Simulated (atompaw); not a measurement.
## An all-electron radial function and its pseudo partner (Ni (Z = 28))

Columns: radius, all-electron u(r) and pseudo u(r) of the 3d shell (level -4.92 eV) of nickel in the configuration [Ar] 3d9 4s1 4p0; LDA (PW92), scalar-relativistic, PAW (atompaw) scheme, atompaw 4.2.0.5.

```json
{"r (bohr)": "0.100", "all-electron": "0.0899", "pseudo": "0.0011"}
{"r (bohr)": "0.200", "all-electron": "0.3448", "pseudo": "0.0083"}
{"r (bohr)": "0.300", "all-electron": "0.6059", "pseudo": "0.0264"}
{"r (bohr)": "0.400", "all-electron": "0.7938", "pseudo": "0.0581"}
{"r (bohr)": "0.500", "all-electron": "0.8990", "pseudo": "0.1038"}
{"r (bohr)": "0.600", "all-electron": "0.9383", "pseudo": "0.1624"}
{"r (bohr)": "0.700", "all-electron": "0.9334", "pseudo": "0.2311"}
{"r (bohr)": "0.800", "all-electron": "0.9021", "pseudo": "0.3056"}
{"r (bohr)": "0.900", "all-electron": "0.8567", "pseudo": "0.3797"}
{"r (bohr)": "1.000", "all-electron": "0.8049", "pseudo": "0.4461"}
{"r (bohr)": "1.100", "all-electron": "0.7513", "pseudo": "0.4985"}
{"r (bohr)": "1.200", "all-electron": "0.6986", "pseudo": "0.5339"}
{"r (bohr)": "1.300", "all-electron": "0.6482", "pseudo": "0.5534"}
{"r (bohr)": "1.400", "all-electron": "0.6007", "pseudo": "0.5583"}
{"r (bohr)": "1.500", "all-electron": "0.5565", "pseudo": "0.5461"}
{"r (bohr)": "1.600", "all-electron": "0.5156", "pseudo": "0.5153"}
{"r (bohr)": "1.700", "all-electron": "0.4779", "pseudo": "0.4779"}
{"r (bohr)": "1.800", "all-electron": "0.4432", "pseudo": "0.4432"}
{"r (bohr)": "1.900", "all-electron": "0.4112", "pseudo": "0.4112"}
{"r (bohr)": "2.000", "all-electron": "0.3818", "pseudo": "0.3818"}
{"r (bohr)": "2.100", "all-electron": "0.3548", "pseudo": "0.3548"}
{"r (bohr)": "2.200", "all-electron": "0.3299", "pseudo": "0.3299"}
{"r (bohr)": "2.300", "all-electron": "0.3070", "pseudo": "0.3070"}
{"r (bohr)": "2.400", "all-electron": "0.2859", "pseudo": "0.2859"}
{"r (bohr)": "2.500", "all-electron": "0.2663", "pseudo": "0.2663"}
{"r (bohr)": "2.600", "all-electron": "0.2483", "pseudo": "0.2483"}
```

(1) How many radial nodes do the two functions have?

(2) At about which radius was the pseudo-wave matched?

(3) Where does each function peak?

(4) Is the pseudo-wave norm-conserving?

Results:

(1) The all-electron 3d function has n − l − 1 = 0; the pseudo-wave has 0.

(2) 1.65 bohr, where the columns begin to agree (steps of 0.10 bohr).

(3) Outermost all-electron maximum near 0.60 bohr, pseudo maximum near 1.40 bohr (to the table’s step).

(4) No, it belongs to a PAW set: the norm inside the radius is not constrained, and the difference is carried by the augmentation charge.
